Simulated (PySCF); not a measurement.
# Dipole response of Cl⁺ (chlorine, charge +1)

[Ne] 3s2 3p4, high-spin 3P determinant. Computed with PySCF 2.14 in def2-TZVPPD (6s6p4d1f, 51 functions), with the non-relativistic Hamiltonian (point nucleus). Coupled (time-dependent) response in atomic units; α is the mean over directions.

| method | mean α (bohr³) | α xx, yy, zz | C₆ (like pair) | S(−4) |
| --- | --- | --- | --- | --- |
| UHF | 8.544 | 8.416, 8.800, 8.416 | 40.28 | 17.63 |
| PBE | 8.808 | 8.609, 9.206, 8.609 | 41.72 | 19.34 |
| PBE0 | 8.659 | 8.489, 9.000, 8.489 | 40.87 | 18.38 |
| PBEsol | 8.814 | 8.617, 9.208, 8.617 | 41.77 | 19.35 |

S(−4) is the Cauchy moment in α(ω) = α(0) + S(−4) ω² + …

α(iu) at PBE:

```
u (hartree)  α(iu) (bohr³)
          0          8.808
     0.0500          8.760
      0.100          8.620
      0.200          8.106
      0.300          7.390
      0.500          5.815
      0.750          4.174
       1.00          3.034
       1.50          1.747
       2.00          1.121
       3.00         0.5781
       5.00         0.2497
```

A single London oscillator, α(iu) = α/(1 + u²/ω²), gives C₆ = (3/4) ω α². Matching the computed C₆ needs ω = 4 × 41.72 / (3 × 8.808²) = 0.717 hartree.

For an ion, C₆ is the dispersion term alone; charge-induced terms of lower order in 1/R come first.

The components differ because the open shell of this determinant is not spherical; for a pure term their mean is the scalar polarisability.
